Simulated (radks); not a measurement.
Values are calculated unless marked as measured or tabulated.
Q: Tc10+, configuration [Ar] 3d10 4s2 4p2 5f1 (not the ground configuration). Level of theory: Dirac Kohn-Sham, PBEsol, spin-unpolarised, spherical densities, point nucleus; open shells fill j = l - 1/2 first (a radial shooting solver on a logarithmic mesh with Libxc functionals). Some entries of the table are withheld. Estimate them.

| orbital | occ. | eigenvalue (eV) | <r^2> (bohr^2) | r(max) (bohr) |
|---|---|---|---|---|
| 1s1/2 | 2 | -21052.00 | 0.001587 | 0.02229 |
| 2s1/2 | 2 | -3176.836 | 0.02631 | 0.1263 |
| 2p1/2 | 2 | -2946.393 | (1) | 0.09812 |
| 2p3/2 | 4 | -2828.115 | (2) | 0.1020 |
| 3s1/2 | 2 | -713.7340 | 0.1957 | 0.3717 |
| 3p1/2 | 2 | -625.0998 | 0.1923 | (3) |
| 3p3/2 | 4 | -605.0614 | 0.2020 | (4) |
| 3d3/2 | 4 | -448.4169 | 0.1837 | 0.3077 |
| 3d5/2 | 6 | -444.5228 | 0.1867 | 0.3104 |
| 4s1/2 | 2 | (5) | 1.035 | 0.9038 |
| 4p1/2 | 2 | -216.5754 | 1.132 | 0.9370 |
| 4p3/2 | 0 | -212.3938 | 1.172 | 0.9554 |
| 5f5/2 | 1 | -70.0380 | 7.065 | 2.559 |
| 5f7/2 | 0 | -70.0077 | 7.073 | 2.561 |

A: 
(1) 2p1/2 <r^2> (bohr^2): 0.01982
(2) 2p3/2 <r^2> (bohr^2): 0.02117
(3) 3p1/2 r(max) (bohr): 0.3584
(4) 3p3/2 r(max) (bohr): 0.3678
(5) 4s1/2 eigenvalue (eV): -245.8665
